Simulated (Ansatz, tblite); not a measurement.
Adding an electron: the cluster Sb2As⁺. The state is a singlet with charge 1. Geometry: PBE-D4/def2-TZVP. Ansatz, gas phase; energy differences of separate SCF runs; the reduced species was run as a doublet alone.

```xyz
3

As    0.198   -0.076   -1.418
Sb   -0.612    1.305    0.569
Sb    0.414   -1.230    0.848
```

In the def2 sets Sb takes a core potential; there is no spin–orbit coupling. The xTB rows come from tblite. The structure comes from a short search, and lower isomers may exist.

```
              level  −HOMO (eV)  −LUMO (eV)  vertical EA (eV)  HOMO–LUMO gap (eV)                                  remarks
           GFN1-xTB       16.95       15.38             11.41                1.57                                        –
           GFN2-xTB       14.73       13.20             10.18                1.53                                        –
   PBE-D4/def2-TZVP       11.07        9.21              6.74                1.86                                        –
r2SCAN-D4/def2-TZVP       11.33        9.22              6.98                2.10  spin-contaminated (⟨S²⟩ 0.89) (doublet)
  PBE0-D4/def2-TZVP       11.96        8.53              6.88                3.44  spin-contaminated (⟨S²⟩ 0.89) (doublet)
```

  Raw xTB energy differences between charge states are shifted by several eV; the methods need an empirical correction for them.
